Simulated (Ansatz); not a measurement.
Single points on the cluster TiO₂.

```yaml
crystal:
  periodic: [false, false, false]
  atoms:
    - {symbol: Ti, position_ang: [0.248554, -1.043386, -0.141293]}
    - {symbol: O, position_ang: [-0.673732, 0.331044, 0.511952]}
    - {symbol: O, position_ang: [0.425178, 0.712342, -0.370659]}
basis:
  gaussian: {orbitals: def2-TZVP, initial_orbitals: start.molden}
hamiltonian: {xc: {name: r2SCANh}, dispersion: d4}
scf: {omitted_lower_state_checks: [starts]}
output: {orbitals: {seedname: orbitals}}
```

The file start.molden holds the orbitals of an earlier run on this structure, at another level or in another basis.

```sh
$ ansatz run in.yaml --threads 4 --pin off --events-out ev --progress --plain --max-ram 3916MiB
```

Shortened log:

```
Functional definition: r2SCANh
750 factors; their error is unknown
mean field evaluation 1: about -27203.9388 eV, gradient 4.4e0 eV
mean field evaluation 2: about -27203.9626 eV, gradient 5.2e-2 eV
mean field evaluation 4: about -27204.0087 eV, gradient 1.7e-3 eV
mean field evaluation 8: about -27204.0087 eV, gradient 2.0e-5 eV
mean field evaluation 16: about -27204.0087 eV, gradient 5.9e-5 eV
mean field -27204.00866692 eV, -999.7288789698 hartree, gradient 5.9e-5 eV, S^2 0.000000; 0 other end points of the search recorded, 0 dependent functions left out
reference -27204.00868116 eV, -999.7288794933 hartree; 19, 19 occupied and 88, 88 virtual orbitals, 750 factors
Total energy: -27204.01853694 eV, -999.7292416867 hartree
Checks for a lower state left out: starts
```

Run time 2.3 s (4 threads of Arm Neoverse V1 on a shared host).

The first input with `hamiltonian: {xc: {name: wB97X-V}}` (abridged; 7.5 s):

```
Functional definition: wB97X-V
mean field -27202.44310550 eV, -999.6713456490 hartree, gradient 6.4e-5 eV, S^2 0.000000
Total energy: -27202.44310336 eV, -999.6713455703 hartree
Checks for a lower state left out: starts
```

As the first input, with `hamiltonian: {xc: pbe, dispersion: d4}`, `output: {forces: true, orbitals: {seedname: orbitals}}` (abridged; 1.1 s):

```
Functional definition: PBE
mean field -27198.01961151 eV, -999.5087852432 hartree, gradient 1.6e-5 eV, S^2 0.000000
Total energy: -27198.06474635 eV, -999.5104439179 hartree
Atom 0 force     0.074548    -0.312939    -0.042377 eV/Å
Atom 1 force    -0.140333     0.120710     0.103963 eV/Å
Atom 2 force     0.065786     0.192229    -0.061586 eV/Å
Dipole moment:     0.145147    -0.609305    -0.082510 e Å
Checks for a lower state left out: starts
```

As the first input, with `hamiltonian: {xc: r2scan, dispersion: d4}` (abridged; 2 s):

```
Functional definition: r2SCAN
mean field -27204.85007669 eV, -999.7598002086 hartree, gradient 2.3e-5 eV, S^2 0.000000
Total energy: -27204.85913401 eV, -999.7601330589 hartree
Checks for a lower state left out: starts
```

First input, but with `hamiltonian: {xc: {name: LC-wPBE}}` (abridged; 2.4 s):

```
Functional definition: LC-wPBE
mean field evaluation 16: about -27199.6302 eV, gradient 1.9e-5 eV
mean field -27199.63022816 eV, -999.5679743133 hartree, gradient 1.7e-5 eV, S^2 0.000000
Total energy: -27199.63022817 eV, -999.5679743136 hartree
Checks for a lower state left out: starts
```

As the first input, with `gaussian: {orbitals: def2-TZVPP, initial_orbitals: start.molden}`, `correlation: {method: ccsd_t}` and without the key `hamiltonian` (abridged; 7 s):

```
Functional definition: HF
mean field evaluation 16: about -27147.1729 eV, gradient 4.0e1 eV
mean field evaluation 32: about -27144.7830 eV, gradient 3.9e1 eV
mean field evaluation 64: about -27156.6078 eV, gradient 3.0e0 eV
mean field evaluation 96: about -27156.5701 eV, gradient 4.0e-1 eV
mean field -27158.32286796 eV, -998.0499568250 hartree, gradient 1.9e-6 eV, S^2 0.000000; unrestricted orbitals would lower it
unrestricted determinant -27159.89686105 eV, -998.1078000042 hartree, S^2 0.9848
7 core orbitals not correlated: weight in the atoms' cores, before any rotation towards them, 1.000 or more for the frozen orbitals, at most 0.000 for the correlated occupied ones
second order -23.63286672 eV of doubles, -0.00000000 eV of singles
cycle   1  -22.33475087 eV  change     1.3e0 eV  update   2.3e-1
cycle   2  -23.35722891 eV  change    -1.0e0 eV  update   1.4e-1
cycle   3  -23.73337730 eV  change   -3.8e-1 eV  update   7.2e-2
cycle   4  -23.81104340 eV  change   -7.8e-2 eV  update   4.5e-2
cycle   5  -23.77767870 eV  change    3.3e-2 eV  update   2.9e-2
[...]
cycle  12  -23.86208509 eV  change   -2.8e-3 eV  update   3.0e-3
cycle  13  -23.86210490 eV  change   -2.0e-5 eV  update   2.5e-3
cycle  14  -23.86606064 eV  change   -4.0e-3 eV  update   1.9e-3
cycle  15  -23.86816275 eV  change   -2.1e-3 eV  update   1.1e-3
cycle  16  -23.86869001 eV  change   -5.3e-4 eV  update   5.8e-4
cycle  17  -23.86878827 eV  change   -9.8e-5 eV  update   3.4e-4
cycle  18  -23.86895438 eV  change   -1.7e-4 eV  update   1.4e-4
cycle  19  -23.86905185 eV  change   -9.7e-5 eV  update   9.7e-5
cycle  20  -23.86905938 eV  change   -7.5e-6 eV  update   4.0e-5
cycle  21  -23.86909545 eV  change   -3.6e-5 eV  update   2.4e-5
cycle  22  -23.86908846 eV  change    7.0e-6 eV  update   1.4e-5
perturbative correction -1.67553984 eV, -0.0615749535 hartree
Total energy: -27183.86749626 eV, -998.9887046004 hartree
Checks for a lower state left out: starts
```

As the first input, with `gaussian: {orbitals: def2-TZVPD, initial_orbitals: start.molden}`, `hamiltonian: {xc: pbe, dispersion: d4}` (abridged; 1.1 s):

```
Functional definition: PBE
mean field -27198.07353052 eV, -999.5107667301 hartree, gradient 1.4e-5 eV, S^2 0.000000
Total energy: -27198.11866835 eV, -999.5124255150 hartree
Checks for a lower state left out: starts
```

Geometry: r2SCAN-D4/def2-TZVP.

LC-ωPBE has ω = 0.4 bohr⁻¹. Correlated methods freeze 7 core orbitals; core or outer-core shells of Ti are correlated, in sets that lack core-valence functions. The structure holds one bond between oxygen atoms, so isomers without such links may lie far lower. The restricted singlet is unstable towards broken spin symmetry at other levels; at r2SCANh-D4/def2-TZVP, ωB97X-V/def2-TZVP, LC-ωPBE/def2-TZVP, PBE-D4/def2-TZVPD this wasn't settled. At PBE-D4/def2-TZVP, r2SCAN-D4/def2-TZVP, CCSD(T)/def2-TZVPP the restricted singlet (for correlated methods, its reference) is unstable: a solution with broken spin symmetry lies lower. At CCSD(T)/def2-TZVPP T1 of the charge 0 singlet is large (up to 0.073), so the single-reference result is doubtful. The geometry of the singlet was relaxed on an unsound state (restricted singlet, unstable towards broken spin symmetry). At PBE0-D4/def2-TZVP a triplet of charge 0 lies 0.69 eV below the restricted singlet, each at its own geometry. The structure comes from a short search, and lower isomers may exist.
